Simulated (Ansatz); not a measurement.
B₂O₃, relaxed as a singlet with RKS PBE-D4/def2-SVP in Ansatz, starting from the GFN1-xTB geometry. Force threshold 0.02 eV/Å.

The restricted singlet is unstable towards broken spin symmetry in Hartree–Fock (as tested in another run); at PBE-D4/def2-SVP this wasn't settled. Another isomer (singlet) lies 5.80 eV lower at PBE0-D4/def2-TZVP; other spin states weren't run for this one.

Start:

```xyz
5

B    -0.128   -2.063    0.982
B     0.018    0.310   -0.147
O     0.271    0.996   -1.278
O    -0.106    1.640    0.024
O    -0.056   -0.883    0.419
```

**Question.** Estimate the energy that the relaxation releases and the steps that it takes.

**Answer.** 19.3 kJ/mol, in 5 steps; 2 s on 4 threads of Arm Neoverse V2 on a shared host. No frequencies were taken in this run, so the end may be a saddle point.

**Question.** Does the start keep its bonding and symmetry?

**Answer.** By distances, no bond broke or formed. The bond that changes most is O3–O4, from 1.50 to 1.65 Å (atoms count from 1). Point group C2v at the start, C2v at the end, both within 0.05 Å.

**Question.** Predict the relaxed structure.

**Answer.** 
```xyz
5

B    -0.1283   -2.0611    0.9815
B     0.0211    0.3394   -0.1618
O     0.2882    0.9479   -1.3350
O    -0.1256    1.6547    0.0965
O    -0.0554   -0.8808    0.4187
```
Bond lengths: 4 × B–O 1.31 to 1.35 Å.
